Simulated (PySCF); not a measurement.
## Correlation energy of Ca (calcium, neutral)

[Ar] 3d2, high-spin 3F determinant (an excited configuration). All numbers are calculated (PySCF 2.14, no relativity, point nucleus, in def2-QZVPPD (11s6p4d3f, 70 functions)). Frozen: [Ar]; 2 electrons correlated.

With two correlated electrons CCSD is exact within the correlated space (frozen core and kept virtual orbitals).

```
level  correlation energy (mhartree)
 CCSD                         -14.18
```

Diagnostics: T1 = 0.011, D1 = 0.0157, largest double amplitude 0.188.

A double-excitation amplitude exceeds 0.15, a sign of near-degeneracy.

Cost of the coupled-cluster step: roughly 4 core-seconds, for 2 correlated electrons.
